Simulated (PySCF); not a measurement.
Pb⁶⁷⁺ (lead, charge +67) across methods

[Ne] 3s2 3p3, high-spin 4S determinant. All numbers are calculated (PySCF 2.14, no relativity, point nucleus, in an even-tempered Gaussian basis (16 s from 21 bohr⁻², ratio 2.5; 10 p from 27 bohr⁻², ratio 2.5; 4 d from 100 bohr⁻², ratio 2.7; 4 f from 150 bohr⁻², ratio 2.7)).

```json
{"method": "r2SCAN", "E (hartree)": "-14207.13", "mean ε 3s α (eV)": "-7752.3", "mean ε 3s β (eV)": "-7701.4", "mean ε 3p α (eV)": "-7588.0", "Σ⟨r²⟩ (bohr²)": "0.2199", "⟨S²⟩": "3.750"}
{"method": "M06-L", "E (hartree)": "-14206.89", "mean ε 3s α (eV)": "-7754.8", "mean ε 3s β (eV)": "-7699.8", "mean ε 3p α (eV)": "-7588.2", "Σ⟨r²⟩ (bohr²)": "0.2199", "⟨S²⟩": "3.750"}
{"method": "PBE0", "E (hartree)": "-14206.74", "mean ε 3s α (eV)": "-7763.9", "mean ε 3s β (eV)": "-7713.3", "mean ε 3p α (eV)": "-7599.0", "Σ⟨r²⟩ (bohr²)": "0.2198", "⟨S²⟩": "3.750"}
{"method": "LDA", "E (hartree)": "-14197.40", "mean ε 3s α (eV)": "-7734.6", "mean ε 3s β (eV)": "-7699.5", "mean ε 3p α (eV)": "-7579.5", "Σ⟨r²⟩ (bohr²)": "0.2199", "⟨S²⟩": "3.750"}
{"method": "UHF", "E (hartree)": "-14206.62182", "mean ε 3s α (eV)": "-7835.2", "mean ε 3s β (eV)": "-7747.4", "mean ε 3p α (eV)": "-7648.0", "Σ⟨r²⟩ (bohr²)": "0.2199", "⟨S²⟩": "3.750"}
{"method": "B3LYP", "E (hartree)": "-14206.93", "mean ε 3s α (eV)": "-7758.7", "mean ε 3s β (eV)": "-7711.5", "mean ε 3p α (eV)": "-7595.8", "Σ⟨r²⟩ (bohr²)": "0.2198", "⟨S²⟩": "3.750"}
```

(1) Estimate the same row for PBE.

A non-relativistic calculation at this Z misses sizeable relativistic shifts. Spin-orbit coupling, which splits the p, d and f shells strongly at this Z, is absent. Spin-orbit coupling is strong in this species (close to jj coupling), so the high-spin LS determinant is a model state, not a physical level.

## Answers

(1) E (hartree) = -14206.56; mean ε 3s α (eV) = -7739.6; mean ε 3s β (eV) = -7701.1; mean ε 3p α (eV) = -7582.1; Σ⟨r²⟩ (bohr²) = 0.2198; ⟨S²⟩ = 3.750.
